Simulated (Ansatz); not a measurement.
Total energies of CH₅AlOSi (`C1[O][AlH][SiH2]1`).

```xyz
9

C     0.3167    0.8959   -0.5153
O    -1.0161    0.5721   -0.9538
Al   -1.4608   -0.8577   -0.1008
Si    0.7587   -0.4897    0.7598
H     0.3254    1.8962   -0.0700
H     0.9947    0.9089   -1.3752
H    -2.8482   -1.6035   -0.2479
H     1.0087    0.0118    2.1410
H     1.9209   -1.3340    0.3623
```

The species carries charge 0 and has multiplicity 1. The structure was optimised at the PBE0-D4/def2-TZVP level. Basis def2-TZVPP, Ansatz.

RPA on PBE orbitals: Hartree–Fock energy of these orbitals -646.50001 Eh, correlation -1.03430 Eh (frozen core).

| functional | energy without D4 (Eh) | D4 term (kJ/mol) |
| --- | --- | --- |
| LDA (SPW92) | -645.19090 | – |
| PBE | -647.90289 | -18.2 |
| revPBE | -648.17614 | -52.9 |
| BLYP | -648.29153 | -40.0 |
| r2SCAN | -648.20973 | -4.2 |
| B97M-V | -648.17412 | – |
| PBE0 | -647.95872 | -15.3 |
| B3LYP | -648.37336 | -29.7 |
| r2SCANh | -648.19926 | -4.5 |
| r2SCAN0 | -648.18463 | -5.0 |
| HSE06 (plane-wave form) | -647.94013 | -14.4 |
| BHLYP | -648.26282 | -24.4 |
| CAM-B3LYP | -648.28833 | -15.7 |
| LC-ωPBE | -648.07927 | – |
| ωB97X-V | -648.20329 | – |
| ωB97M-V | -648.23974 | – |
| B2PLYP | -648.00057 | – |
| PBE-QIDH | -647.76679 | – |

B3LYP takes the VWN-RPA correlation (the form of Gaussian; ORCA's B3LYP/G). HSE06 is the plane-wave form, built on full-range PBE exchange. The double hybrids freeze the cores in their second-order part.

LC-ωPBE has ω = 0.4 bohr⁻¹.
